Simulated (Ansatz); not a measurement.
Frontier orbitals of AlClH3NOSi, SMILES `O[SiH]1[NH][Al]1[Cl]`.

```xyz
8

O     1.487    1.009   -1.150
Si    0.739   -0.277   -0.447
N    -0.156   -0.023    1.032
Al   -1.491   -0.608    0.008
Cl   -3.536   -0.881    0.343
H     0.951    1.788   -1.308
H     1.836   -1.275   -0.422
H     0.170    0.268    1.944
```

Total charge 0; spin multiplicity 1. The geometry is a stationary point of PBE0-D4/def2-TZVP. It is one conformer, not always the lowest. Basis def2-TZVPP, the Gaussian-basis code of Ansatz.

Orbital energies of one run (eV). Highest occupied ones, from the top: -5.84, -7.15, -7.97, -8.60, -8.65, -9.12, -9.78, -10.10, -10.73, -13.29, -14.47, -21.20, -21.61, -26.58. Empty: -1.75, -1.50, 0.19, 0.67, 1.38, 2.05.

**Question.** Which functional gave them?
A. r2SCAN
B. LC-ωPBE
C. HSE06 (plane-wave form)
D. ωB97X-V

**Answer.** A. HOMO energies: r2SCAN -5.84, ωB97X-V -8.85, LC-ωPBE -9.13, HSE06 -6.29 eV.

LC-ωPBE has ω = 0.4 bohr⁻¹.
